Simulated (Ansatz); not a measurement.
Consider the isomerisation: `C=C[SiH2]N[SiH3]` → `C[SiH2][SiH2]C=N`.

Program: Ansatz. Geometries: PBE0-D4/def2-TZVP. ΔE: electronic, gas phase. CBS: MP2 limit from def2 TZ/QZ plus the TZ coupled-cluster correction, frozen cores. DFT in def2-TZVPP. One conformer a species, not always the lowest.

`C=C[SiH2]N[SiH3]`:

Z-matrix (Å, degrees):
```
Si
C 1 1.858
N 1 1.727 2 111.8
H 1 1.491 2 106.0 3 122.7
H 1 1.486 2 111.5 3 -118.2
C 2 1.331 1 122.3 3 -120.4
H 2 1.089 1 119.4 3 59.3
Si 3 1.725 1 129.5 2 -126.2
H 3 1.011 1 115.0 2 55.1
H 6 1.087 2 121.4 1 -0.1
H 6 1.087 2 122.5 1 -179.9
H 8 1.490 3 111.4 1 124.1
H 8 1.490 3 112.3 1 -115.9
H 8 1.483 3 107.6 1 4.2
```

`C[SiH2][SiH2]C=N`:

Cartesian coordinates in Å:
```
C -0.305 1.578 1.368
Si 1.069 0.379 0.939
Si 0.249 -1.529 -0.139
C -0.644 -0.989 -1.721
N -0.769 0.253 -1.954
H -0.812 1.887 0.453
H 0.096 2.462 1.869
H -1.036 1.111 2.032
H 2.080 1.016 0.049
H 1.783 -0.065 2.172
H 1.323 -2.492 -0.519
H -0.728 -2.288 0.696
H -1.039 -1.750 -2.413
H -1.265 0.428 -2.831
```

```csv
level,ΔE (kcal/mol)
B2PLYP,31.0
HF/def2-TZVPP,36.3
```

**Question.** What does CCSD(T)/CBS give? (Estimate.)

**Answer.** Computed: +31.1 kcal/mol. The listed levels differ from it by -0.1, 5.2 kcal/mol.

Largest T1 diagnostic among the species: 0.013.

From PBE to PBE0 (25 % exact exchange), in def2-TZVPP and without D4, ΔE moves by +3.2 kcal/mol. In def2-TZVPP, CCSD(T) changes the Hartree–Fock value by −6.5 kcal/mol (the triples alone add −1.1 kcal/mol) and MP2 by −3.4 kcal/mol.
